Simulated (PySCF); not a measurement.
**Working out the ionisation energy of F⁺**

F⁺ [He] 2s2 2p4 (3P) → F²⁺ [He] 2s2 2p3 (4S). All numbers are calculated (PySCF 2.14, the non-relativistic Hamiltonian (point nucleus), in dyall-av3z (15s9p3d2f, 71 functions)). Frozen: 1s2; the 14 highest virtual orbitals dropped. Energies in hartree (1 hartree = 27.21139 eV):

```csv
part,F⁺ (lower),F²⁺ (upper)
UHF,-98.840755,-97.613705
MP2 opposite-spin,-0.114809,-0.074647
MP2 same-spin,-0.036429,-0.030432
```

Problem. What does Hartree-Fock give?

Solution. (-97.613705) − (-98.840755) = 1.227050 hartree = 33.390 eV.

Problem. What do MP2 and SCS-MP2 (6/5 opposite-spin, 1/3 same-spin) give?

Solution. The opposite-spin parts differ by 1.093 eV and the same-spin parts by 0.163 eV. MP2: 33.390 + (1.093) + (0.163) = 34.646 eV. SCS-MP2: 33.390 + 1.2 × (1.093) + (0.163)/3 = 34.756 eV.

Measured between the centres of the two terms (NIST): 34.950 eV, so MP2 (valence) is off by -0.304 eV.

What remains against the reference includes basis incompleteness, the frozen core and correlation beyond second order.
